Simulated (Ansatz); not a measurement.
```yaml
crystal:
  periodic: [false, false, false]
  atoms:
    - {symbol: C, position_ang: [1.796155, -0.486348, -2.049473]}
    - {symbol: O, position_ang: [1.377027, -0.037410, -0.660619]}
    - {symbol: Mo, position_ang: [-0.204298, 0.297412, -0.120774]}
    - {symbol: O, position_ang: [0.331377, 0.809047, 1.695369]}
    - {symbol: F, position_ang: [-0.852677, 0.197402, -1.793559]}
    - {symbol: F, position_ang: [-2.142824, 1.196170, 0.296075]}
    - {symbol: F, position_ang: [0.424197, 2.307527, -0.380824]}
    - {symbol: O, position_ang: [-0.440201, -0.715775, 0.856537]}
    - {symbol: C, position_ang: [-1.534477, -1.333022, 1.973145]}
    - {symbol: H, position_ang: [1.178585, -0.027158, -2.739816]}
    - {symbol: H, position_ang: [2.045214, -1.402859, -1.879590]}
    - {symbol: H, position_ang: [2.875657, 0.597274, -2.070866]}
    - {symbol: H, position_ang: [1.018501, 2.079540, 1.811041]}
    - {symbol: H, position_ang: [-1.181183, -1.098149, 2.739859]}
    - {symbol: H, position_ang: [-2.152259, -0.705094, 1.728605]}
    - {symbol: H, position_ang: [-1.506465, -2.351384, 1.791881]}
basis:
  gaussian: {orbitals: def2-mTZVPP, fitting: {mean_field: cc-pVTZ-jkfit}}
magnetization: {spin_polarized: true, initial_magnetization: 0}
hamiltonian: {xc: {name: HF}, pseudopotentials: {relativity: scalar}}
correlation: {method: rpa}
```

```sh
$ ansatz run in.yaml --threads 5 --pin off --events-out ev --progress --plain --max-ram 66560MiB --backend cpu
```

(1) How does Ansatz answer? (Best estimate.)

## Answers

(1) The calculation gave: The input was rejected before any iteration.
```
Functional definition: HF
Error: <dir> the basis set cc-pVTZ-JKFIT has no functions for Mo
```
